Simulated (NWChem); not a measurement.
The numbers come from NWChem runs, not from measurements. System: HSn, charge 0, spin multiplicity 2, at a geometry optimised with UPBE/def2-SVP with def2 effective core potentials on Sn. The structure started from a generated list of species. Its SCF solution wasn't tested for a lower state. Level: UMP2/def2-SVP with def2 effective core potentials on Sn, 4 core orbitals frozen.

Job file:

```
start mol
memory heap 200 mb stack 900 mb global 1100 mb
geometry units angstroms nocenter noautoz
  Sn     0.000000     0.000000     0.035451
  H      0.000000     0.000000    -1.772549
  symmetry group C2v
end
basis spherical
  * library def2-svp
end
ecp
  Sn library def2-ecp
end
scf
  uhf
  nopen 1
  maxiter 100
  thresh 1e-7
  semidirect memsize 60000000 filesize 0
  # guess.movecs holds the orbitals of an unrestricted PBE0 run
  vectors input guess.movecs output mol.movecs
end
mp2
  freeze core 4
end
task mp2 energy
```

NWChem printed:

```
             Northwest Computational Chemistry Package (NWChem) 7.3.0
             --------------------------------------------------------

                                NWChem Input Module
                                -------------------

 Scaling coordinates for geometry "geometry" by  1.889725989
 (inverse scale =  0.529177249)

 Turning off AUTOSYM since
 SYMMETRY directive was detected!

                             Geometry "geometry" -> ""
                             -------------------------

 Output coordinates in angstroms (scale by  1.889725989 to convert to a.u.)

  No.       Tag          Charge          X              Y              Z
 ---- ---------------- ---------- -------------- -------------- --------------
    1 Sn                  50.0000     0.00000000     0.00000000     0.03545100
    2 H                    1.0000     0.00000000     0.00000000    -1.77254900

 Effective nuclear repulsion energy (a.u.)      14.6343265763

            Nuclear Dipole moment (a.u.)
            ----------------------------
        X                 Y               Z
 ---------------- ---------------- ----------------
     0.0000000000     0.0000000000     0.0000018897

      Symmetry information
      --------------------

 Group name             C2v
 Group number             16
 Group order               4
 No. of unique centers     2

      Symmetry unique atoms

     1    2


 Summary of "ao basis" -> "" (spherical)
 ------------------------------------------------------------------------------
       Tag                 Description            Shells   Functions and Types
 ---------------- ------------------------------  ------  ---------------------
 *                          def2-svp                  on all atoms

 Summary of "ao basis" -> "ao basis" (spherical)
 ------------------------------------------------------------------------------
       Tag                 Description            Shells   Functions and Types
 ---------------- ------------------------------  ------  ---------------------
 Sn                         def2-svp                10       26   4s4p2d
 H                          def2-svp                 3        5   2s1p

                                 NWChem SCF Module
                                 -----------------

  ao basis        = "ao basis"
  functions       =    31
  atoms           =     2
  alpha electrons =    12
  beta  electrons =    11
  charge          =   0.00
  wavefunction    = UHF
  use symmetry    = T
  symmetry adapt  = T

 Summary of "ao basis" -> "ao basis" (spherical)
 ------------------------------------------------------------------------------
       Tag                 Description            Shells   Functions and Types
 ---------------- ------------------------------  ------  ---------------------
 Sn                         def2-svp                10       26   4s4p2d
 H                          def2-svp                 3        5   2s1p

      Symmetry analysis of basis
      --------------------------

        a1         15
        a2          2
        b1          7
        b2          7

 Forming initial guess at       0.0s

   Symmetry analysis of molecular orbitals - initial alpha
   -------------------------------------------------------

  Numbering of irreducible representations:

     1 a1          2 a2          3 b1          4 b2

  Orbital symmetries:

     1 a1          2 b2          3 b1          4 a1          5 a1
     6 a2          7 b2          8 a1          9 b1         10 a1
    11 a1         12 b1         13 b2         14 a1         15 a1
    16 a1         17 b1         18 b2         19 b1         20 a2
    21 a1         22 b2

   Symmetry analysis of molecular orbitals - initial beta
   ------------------------------------------------------

  Numbering of irreducible representations:

     1 a1          2 a2          3 b1          4 b2

  Orbital symmetries:

     1 a1          2 b2          3 a1          4 b1          5 a1
     6 b2          7 a2          8 a1          9 b1         10 a1
    11 a1         12 b2         13 b1         14 a1         15 a1
    16 a1         17 b2         18 b1         19 b2         20 b1
    21 a2         22 a1

 Starting SCF solution at       0.0s

 ----------------------------------------------
         Quadratically convergent UHF

 Convergence threshold     :          1.000E-07
 Maximum no. of iterations :          100
 Integral*density screening:          1.000E-09
 ----------------------------------------------

              iter       energy          gnorm     gmax       time
             ----- ------------------- --------- --------- --------
                 1     -213.8895081120  1.77D-01  5.44D-02      0.2
                 2     -213.8969490042  8.02D-03  2.68D-03      0.2
                 3     -213.8969731925  2.31D-05  9.23D-06      0.2
                 4     -213.8969731926  1.83D-09  6.86D-10      0.2

       Final UHF  results
       ------------------

         Total SCF energy =   -213.896973192610
      One electron energy =   -389.472412789782
      Two electron energy =    169.136335903592
 Nuclear repulsion energy =      6.439103693580

                       Sz =      0.5000
                 Sz(Sz+1) =      0.7500
                      S^2 =      0.7613

        Time for solution =      0.2s

       Symmetry analysis of molecular orbitals - alpha
       -----------------------------------------------

  Numbering of irreducible representations:

     1 a1          2 a2          3 b1          4 b2

  Orbital symmetries:

     1 a1          2 b2          3 b1          4 a1          5 a1
[...]
    28      1.396733  2 H  s                 16      1.356028  1 Sn pz
     4     -0.753105  1 Sn s                 27      0.199540  2 H  s
    13      0.164097  1 Sn pz

 Vector   15  Occ=0.000000D+00  E= 2.609288D-01  Symmetry=a1
              MO Center=  3.4D-15, -3.5D-16, -2.6D-01, r^2= 4.9D+00
   Bfn.  Coefficient  Atom+Function         Bfn.  Coefficient  Atom+Function
  ----- ------------  ---------------      ----- ------------  ---------------
     3      2.185574  1 Sn s                  4     -2.150538  1 Sn s
     2     -0.377008  1 Sn s                 16      0.366827  1 Sn pz
    28      0.300731  2 H  s                  1     -0.267774  1 Sn s

                     UHF Final Beta Molecular Orbital Analysis
                     -----------------------------------------

 Vector    9  Occ=1.000000D+00  E=-1.298769D+00  Symmetry=b1
              MO Center= -3.8D-13,  3.2D-17,  3.7D-02, r^2= 3.9D-01
   Bfn.  Coefficient  Atom+Function         Bfn.  Coefficient  Atom+Function
  ----- ------------  ---------------      ----- ------------  ---------------
    20      0.980701  1 Sn d  1

 Vector   10  Occ=1.000000D+00  E=-5.466454D-01  Symmetry=a1
              MO Center=  1.6D-14, -4.0D-16, -7.3D-01, r^2= 1.9D+00
   Bfn.  Coefficient  Atom+Function         Bfn.  Coefficient  Atom+Function
  ----- ------------  ---------------      ----- ------------  ---------------
     3      0.643975  1 Sn s                 27      0.281460  2 H  s
     2     -0.268952  1 Sn s                  1     -0.240718  1 Sn s
     4      0.238587  1 Sn s                 28      0.180763  2 H  s

 Vector   11  Occ=1.000000D+00  E=-3.386585D-01  Symmetry=a1
              MO Center=  1.3D-13, -6.7D-16, -1.3D-01, r^2= 3.1D+00
   Bfn.  Coefficient  Atom+Function         Bfn.  Coefficient  Atom+Function
  ----- ------------  ---------------      ----- ------------  ---------------
     3      0.442463  1 Sn s                 13      0.349640  1 Sn pz
     4      0.334640  1 Sn s                 27     -0.302210  2 H  s
    28     -0.299550  2 H  s                 16      0.222646  1 Sn pz
     2     -0.183309  1 Sn s                  1     -0.156861  1 Sn s

 Vector   12  Occ=0.000000D+00  E= 5.264952D-03  Symmetry=b2
              MO Center=  2.0D-16, -4.2D-15,  3.0D-02, r^2= 4.0D+00
   Bfn.  Coefficient  Atom+Function         Bfn.  Coefficient  Atom+Function
  ----- ------------  ---------------      ----- ------------  ---------------
    15      0.761819  1 Sn py                12      0.343739  1 Sn py

 Vector   13  Occ=0.000000D+00  E= 4.466528D-02  Symmetry=b1
              MO Center=  5.7D-14,  8.4D-17,  2.7D-02, r^2= 4.2D+00
   Bfn.  Coefficient  Atom+Function         Bfn.  Coefficient  Atom+Function
  ----- ------------  ---------------      ----- ------------  ---------------
    14      0.799949  1 Sn px                11      0.294581  1 Sn px

 Vector   14  Occ=0.000000D+00  E= 1.483612D-01  Symmetry=a1
              MO Center= -4.9D-14, -2.2D-16,  1.6D-02, r^2= 5.4D+00
   Bfn.  Coefficient  Atom+Function         Bfn.  Coefficient  Atom+Function
  ----- ------------  ---------------      ----- ------------  ---------------
    28      1.398315  2 H  s                 16      1.365687  1 Sn pz
     4     -0.720077  1 Sn s                  3     -0.249391  1 Sn s
    27      0.189219  2 H  s                 13      0.153706  1 Sn pz

 center of mass
 --------------
 x =   0.00000000 y =   0.00000000 z =   0.03803489

 moments of inertia (a.u.)
 ------------------
          11.664955249452           0.000000000000           0.000000000000
           0.000000000000          11.664955249452           0.000000000000
           0.000000000000           0.000000000000           0.000000000000

  Mulliken analysis of the total density
  --------------------------------------

    Atom       Charge   Shell Charges
 -----------   ------   -------------------------------------------------------
    1 Sn  22    21.80   1.60  0.43  1.20  0.67  3.26  2.74  0.98  0.88  9.77  0.27
    2 H    1     1.20   0.66  0.53  0.01

  Mulliken analysis of the alpha density
  --------------------------------------

    Atom       Charge   Shell Charges
 -----------   ------   -------------------------------------------------------
    1 Sn  22    11.43   0.80  0.21  0.59  0.36  1.62  1.38  0.72  0.71  4.88  0.15
    2 H    1     0.57   0.32  0.25  0.00

   Mulliken analysis of the beta density
   -------------------------------------

    Atom       Charge   Shell Charges
 -----------   ------   -------------------------------------------------------
    1 Sn  22    10.37   0.80  0.21  0.61  0.31  1.64  1.36  0.26  0.17  4.90  0.12
    2 H    1     0.63   0.35  0.28  0.00

   Mulliken analysis of the spin density
   -------------------------------------

    Atom       Charge   Shell Charges
 -----------   ------   -------------------------------------------------------
    1 Sn  22     1.05   0.00 -0.00 -0.02  0.05 -0.02  0.02  0.46  0.55 -0.02  0.02
    2 H    1    -0.05  -0.03 -0.03  0.00

       Multipole analysis of the density wrt the origin
       ------------------------------------------------

     L   x y z        total         alpha         beta         nuclear
     -   - - -        -----         -----         ----         -------
     0   0 0 0     -0.000000    -12.000000    -11.000000     23.000000

     1   1 0 0      0.000000      0.000000      0.000000      0.000000
     1   0 1 0      0.000000      0.000000      0.000000      0.000000
     1   0 0 1      0.173480      1.021114      1.028159     -1.875793

     2   2 0 0    -21.437364    -14.523596     -6.913768      0.000000
     2   1 1 0      0.000000     -0.000000      0.000000      0.000000
     2   1 0 1      0.000000     -0.000000      0.000000      0.000000
     2   0 2 0    -16.659111     -9.480220     -7.178891      0.000000
     2   0 1 1      0.000000      0.000000      0.000000      0.000000
     2   0 0 2    -22.536932    -17.866909    -15.988794     11.318770

                   NWChem MP2 Semi-direct Energy/Gradient Module
                   ---------------------------------------------

  Basis functions       =     31
  Molecular orbitals    =     31
  Frozen core           =      4
  Frozen virtuals       =      0
  Active alpha occupied =      8
  Active beta occupied  =      7
  Active alpha virtual  =     19
  Active beta virtual   =     20
  Use MO symmetry       = T
  Use skeleton AO sym   = T

  AO/Fock/Back tols     =   1.0D-09  1.0D-09  1.0D-09

 GA uses MA = F    GA memory limited = T

 Available:
  local mem=  1.26D+08
 global mem=  1.44D+08
 local disk=  0.00D+00
  mp2_memr nvloc                    19
  nvloc new                    19
   1 passes of   8:        2097152                       5836                    258026.
   1 passes of   8: M    126150461           G      144177278           F     124053309.

 Semi-direct pass number   1 of   1  for UHF alpha       at        0.2s
  vrange nnbf                   496
  mp2_eaftype                    10  avail_ma_in_mb                  1099
 EAF : mp2_eaftype filesize          10     129013.
  mp2_eaf for mointskh                     10
Node 0 wrote      0.6 Mb in      0.0 s     Agg I/O rate:  1698.3 Mb/s
 Done moints_semi at        0.5s
  mp2_eaftype                    10  avail_ma_in_mb                  1089
 EAF : mp2_eaftype filesize          10     129013.
  mp2_eaf for kh                    10
 Done maket at        0.5s
 Done multipass loop at        0.5s

 GA uses MA = F    GA memory limited = T

 Available:
  local mem=  1.26D+08
 global mem=  1.44D+08
 local disk=  0.00D+00
  mp2_memr nvloc                    20
  nvloc new                    20
   1 passes of   7:        2097152                       5530                    237789.
   1 passes of   7: M    126150461           G      144177278           F     124053309.

 Semi-direct pass number   1 of   1  for UHF beta        at        0.5s
  vrange nnbf                   496
  mp2_eaftype                    10  avail_ma_in_mb                  1099
 EAF : mp2_eaftype filesize          10     118895.
  mp2_eaf for mointskh                     10
Node 0 wrote      0.6 Mb in      0.0 s     Agg I/O rate:  2153.7 Mb/s
 Done moints_semi at        0.7s
  mp2_eaftype                    10  avail_ma_in_mb                  1089
 EAF : mp2_eaftype filesize          10     118895.
  mp2_eaf for kh                    10
 Done maket at        0.7s
 Done multipass loop at        0.7s

          -------------------------------------------
          SCF energy                -213.896973192610
          Correlation energy          -0.076917998664
          Singlet pairs                0.000000000000
          Triplet pairs                0.000000000000
          Total MP2 energy          -213.973891191274
          -------------------------------------------

          ---------------------------------------------------
                    Spin Component Scaled (SCS) MP2
          Same spin pairs                     -0.014810957429
          Same spin scaling factor             0.333333333333
          Opposite spin pairs                 -0.062107041235
          Opposite spin scaling fact.          1.200000000000
          SCS-MP2 correlation energy          -0.079465435291
          Total SCS-MP2 energy              -213.976438627901
          ---------------------------------------------------

 -----------------------
 Performance information
 -----------------------

 Timer overhead =  1.57D-07 seconds/call

               Nr. of calls         CPU time (s)                 Wall time (s)                GFlops
             ---------------    -------------------     ------------------------------   -------------------
Name         Min   Avg   Max    Min     Avg     Max     Min     Avg     Max   Mx/calls   Min     Max     Sum
mp2: moin     2     2     2   0.48    0.48    0.48     0.48    0.48    0.48    0.24      0.0     0.0     0.0
mp2: make     2     2     2   1.00E-2 1.00E-2 1.00E-2  1.00E-2 1.00E-2 1.00E-2 5.00E-3   0.0     0.0     0.0
mp2: tota     1     1     1   0.52    0.52    0.52     0.52    0.52    0.52    0.52      0.0     0.0     0.0

 The average no. of pstat calls per process was 5.00D+00
 with a timing overhead of 7.84D-07s

 Task  times  cpu:        0.7s     wall:        0.7s

 Total times  cpu:        0.7s     wall:        0.7s
```
